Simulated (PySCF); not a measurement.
Computed properties of ClH3MgOSi, SMILES [SiH3][O][Mg][Cl]

Mg(Cl)(OSiH3) (ClH3MgOSi), SMILES [Mg]([Cl])[O][SiH3]. Geometry optimised at PBE0-D3(BJ)/def2-SVP. Other conformers were not sampled. All values are computed for the isolated molecule unless a solvent is named; none is compared with measurement here.

**Structure.** The optimised structure has C3v symmetry. All 15 harmonic modes at PBE0-D3(BJ)/def2-SVP (PySCF) are real, so it is a minimum. With heavy atoms numbered as in [Mg:1]([Cl:2])[O:3][SiH3:4], the shortest bond between them is O3–Si4 at 1.639 Å and the longest Mg1–Cl2 at 2.194 Å.

**Vibrations.** The strongest infrared lines (harmonic, unscaled, degenerate partners summed) lie at 1095 cm⁻¹ (430 km/mol, O 76 %, Si 14 %, Mg 8 %), 2202 cm⁻¹ (379 km/mol, H 96 %), 1003 cm⁻¹ (347 km/mol, H 89 %, Si 10 %). The softest mode is at 59 cm⁻¹ and the zero-point energy is 19.3 kcal/mol.

**Electronic structure.** B3LYP/def2-TZVPD (PySCF) places the frontier levels at -8.12 and -2.06 eV, a gap of 6.06 eV, and gives a dipole moment of 0.32 D and a mean polarisability of 66.2 bohr³.

**Excitations.** TDA-M06-2X/def2-SVPD (PySCF) has S1 at 5.88 eV (211 nm, f = 0.015, weak); the most intense of the 10 singlets computed lies at 7.74 eV (f = 0.15). Strengths of degenerate partners are summed. T1 (TDA) is at 5.71 eV, 0.17 eV under S1. No vertical singlet excitation falls in the visible range (under 3.1 eV).

**NMR.** GIAO shifts at PBE0/pcSseg-1 (PySCF) (non-relativistic, atoms alike by connectivity averaged): ¹H at 5.4 ppm against TMS; ²⁹Si at -41.1 ppm against TMS. Without spin–orbit terms, shifts of atoms bonded to Cl or Br come out too high.
